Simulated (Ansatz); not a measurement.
Isomers of C$_{2}$H$_{7}$NOSi, relaxed with PBE0-D4/def2-TZVP in Ansatz; electronic energies, one conformer each and not always the lowest. Functionals use def2-TZVPP; CBS adds triple-zeta CCSD(T) − MP2 to the MP2 limit of def2-TZVPP and def2-QZVPP.

Q: Order them by energy at frozen-core CCSD(T)/CBS, lowest first. (An estimate is asked.)
A. `C1CO[SiH2]N1`
B. `C/C(O)=N\[SiH3]`
C. `C[Si@H]1O[C@@H]1N`
D. `CN1[SiH2]C1O`

A: A (0.0 kJ/mol), B (88.5 kJ/mol), C (132.3 kJ/mol), D (269.0 kJ/mol).

Q: How do HF/CBS(def2), B2PLYP, B3LYP, ωB97M-V place them (kJ/mol, against `C1CO[SiH2]N1`)? (Best estimate.)

A: Ansatz gave: 
| isomer | HF/CBS(def2) | B2PLYP | B3LYP | ωB97M-V |
| --- | --- | --- | --- | --- |
| `C[Si@H]1O[C@@H]1N` | 169.1 | 125.7 | 120.0 | 128.0 |
| `C/C(O)=N\[SiH3]` | 81.2 | 73.9 | 65.0 | 83.0 |
| `CN1[SiH2]C1O` | 300.7 | 262.3 | 253.4 | 264.1 |

B3LYP here is the variant with VWN-RPA as its local correlation; programs differ in this.
